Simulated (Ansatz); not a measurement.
Calculated with Ansatz (gas phase, PBE0-D4/def2-TZVP geometries, no zero-point term in ΔE). CCSD(T)/CBS is the MP2 limit (def2-TZVPP, def2-QZVPP) plus CCSD(T) − MP2 in def2-TZVPP, frozen cores. This one scheme is used for every species. DFT in def2-TZVPP. One conformer a species, not always the lowest.

`O[SiH]1C=C1F` + H₂ → `O[SiH]1C=C1` + H–F  (hydrogenolysis of a C–F bond)

CCSD(T)/CBS gives -99.4 kJ/mol.

Task: Another level gave -85.3 kJ/mol. Which?
A. PBE0-D4/def2-TZVPP
B. HF/def2-TZVPP
C. BLYP-D4/def2-TZVPP
D. CCSD(T)/def2-TZVPP

Result: A. PBE0-D4 -85.3, CCSD(T)/def2-TZVPP -95.2, BLYP-D4 -71.7, HF/def2-TZVPP -101.7 kJ/mol.

Task: What do rigid-rotor, harmonic-oscillator terms from PBE0-D4/def2-TZVP frequencies (298.15 K, 1 bar) make of the CCSD(T)/CBS value? (Best estimate.)

Result: Ansatz gave: ΔZPE = +17.0 kJ/mol, ΔH = -84.2 kJ/mol, ΔS = 22 J/(mol·K), ΔG = -90.9 kJ/mol.

Largest T1 diagnostic among the species: 0.013.

From r2SCAN to r2SCAN0 (25 % exact exchange), in def2-TZVPP and without D4, ΔE moves by −10.3 kJ/mol. Leaving LDA and LC-ωPBE aside and taking each functional with its dispersion term where it has one, the values, not all of them listed here, spread over 23.1 kJ/mol, from PBE-QIDH to BLYP-D4. LDA lies +4.6 kJ/mol from PBE without D4.
